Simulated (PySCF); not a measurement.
SeOF2, singlet: molecular constants

Computed with PBE0 in PySCF with Se def2-TZVP, O def2-TZVP, F def2-TZVP; no relativity; density-fitted integrals.

The structure is a minimum.

Coordinates in bohr (charge 0 multiplicity 1):
```
Se    0.0000    0.6111    0.0601
O     0.0000   -0.2658    2.9046
F     2.3592   -1.1708   -1.3490
F    -2.3592   -1.1708   -1.3490
```

| Item | Value |
| --- | --- |
| Point group | Cs |
| Bond lengths | Se–F 1.733 Å (×2), Se–O 1.575 Å |
| Bond angles | F–Se–F 92.2°, F–Se–O 104.5° (×2) |
| Lowest empty level | -2.15 eV |
| Zero-point energy | 20.2 kJ/mol |
| Heat capacity Cp at 298.15 K | 62.6 J/(mol K) |
| Enthalpy at 298.15 K above 0 K | 13.85 kJ/mol |
| Rotational symmetry number | 1 |
| Dipole moment | 2.76 D |
| Atomisation energy without zero-point energy | 1131 kJ/mol |
| Highest occupied level | -9.65 eV |
| Entropy at 298.15 K and 1 bar | 295.0 J/(mol K) |
| Principal quadrupole moments (Buckingham, traceless) about the centre of mass | -3.98, 0.26, 3.72 D Å |
| Rotational constants | 0.218, 0.2094, 0.1386 cm⁻¹ |
| Principal polarisabilities | 22.9, 27.2, 32.4 bohr³ |

Harmonic modes (masses in u: Se 79.917, O 15.995, F 18.998):
```tsv
symmetry	ω (cm⁻¹)	IR (km/mol)	type
a'	271	4.4	bend
a''	298	7.5	bend
a'	371	26.4	bend
a''	649	133	stretch
a'	685	122	stretch
a'	1094	84.2	stretch
```

Charges (e):
```csv
atom,Mulliken,Löwdin,polar tensor,Mayer order to Se1
Se1,1.01,0.68,1.81,–
O2,-0.45,-0.32,-0.60,1.96
"F3,4",-0.28,-0.18,-0.60,0.94
```

Mulliken populations on Se1: s 7.85, p 14.48, d 10.54, f 0.12.

Outer orbital energies (eV). occupied: -14.85, -14.20, -13.12, -12.97, -12.51, -11.21, -10.40, -9.65; empty: -2.15, -1.08, 0.64, 4.85.

Counting electrons, selenium keeps 2 of its valence electrons outside its bonds, so the VSEPR class is AX3E1 and the expected shape is trigonal pyramidal; with unlike ligands the computed point group is Cs.

This need not be the most stable arrangement of these atoms.

The final relaxation and frequency run took about 2.6 core-minutes on a shared host.
